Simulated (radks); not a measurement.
Neutral hydrogen inside a hard spherical wall (all orbitals vanish at R), configuration held at 1s1 and not refilled when levels cross. Calculated with a radial shooting solver on a logarithmic mesh with Libxc functionals: scalar-relativistic Kohn-Sham, PBE, spin-polarised, spherical densities, point nucleus; open shells are filled with parallel spins first. Eigenvalues in eV for spin up, with the zero of energy where the potential of the charges vanishes at infinity; a dash marks a level that is unbound or too diffuse for the functional's potential to be trusted. A positive occupied level is held by the wall or, in an anion where self-interaction has pushed it up, behind a barrier. The pressure on the wall is -dE/dV.

| R (bohr) | E (hartree) | kinetic (hartree) | e(1s) | e(2s, empty) | e(2p, empty) | pressure (GPa) |
|---|---|---|---|---|---|---|
| free | -0.50000 | 0.495 | -7.595 | - | - | 0 |
| 20 | -0.50000 | 0.495 | -7.595 | - | - | < 0.0001 |
| 12 | -0.50000 | 0.495 | -7.594 | 0.481 | 0.762 | < 0.0001 |
| 10 | -0.49999 | 0.495 | -7.594 | 0.920 | 1.096 | 0.000128 |
| 7 | -0.49970 | 0.497 | -7.558 | 3.159 | 2.547 | 0.0204 |
| 6 | -0.49876 | 0.504 | -7.473 | 5.237 | 3.763 | 0.113 |
| 2.5 | -0.32537 | 0.987 | -0.199 | 59.431 | 31.960 | 100 |
| 2 | -0.11173 | 1.407 | 7.178 | 101.06 | 53.306 | 381 |
| 1.5 | 0.45625 | 2.345 | 25.382 | 194.48 | 101.18 | 1950 |
